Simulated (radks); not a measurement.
Results of a calculation; reference values are marked as such.
Ionisation of the dysprosium ion Dy2+, [Xe] 4f10, to [Xe] 4f9 as the strength of local exchange is varied. Code: a radial shooting solver on a logarithmic mesh with Libxc functionals. Model: non-relativistic Kohn-Sham, Slater X-alpha exchange (alpha = 2/3 is LDA exchange), no correlation, spin-polarised, spherical densities, point nucleus; open shells are filled with parallel spins first (spin-orbit coupling, left out, can overturn this in heavy ions); relativity is left out, which matters for an element this heavy.

| alpha | E(Dy2+) (hartree) | exchange (hartree) | IE (eV) | -e of the level emptied (eV) | <r> of it (bohr) |
|---|---|---|---|---|---|
| 0.613 | -11611.6100 | -219.0906 | 24.547 | 16.006 (4f) | 0.8557 |
| 0.649 | -11624.4844 | -232.2345 | 25.471 | 16.825 (4f) | 0.8484 |
| 0.667 | -11630.9273 | -238.8177 | 25.939 | 17.242 (4f) | 0.8449 |
| 0.767 | -11666.7912 | -275.5283 | 28.622 | 19.652 (4f) | 0.8264 |
| 0.794 | -11676.4946 | -285.4799 | 29.369 | 20.328 (4f) | 0.8217 |
| 1.006 | -11752.9822 | -364.2027 | 35.552 | 25.998 (4f) | 0.7882 |

NIST Atomic Spectra Database: 22.89 eV (semi-empirical). The central value is not met in this range of alpha. Relativity is left out here, which matters for elements this heavy. Open shells are spherical and high-spin; term and fine-structure splittings are not resolved.
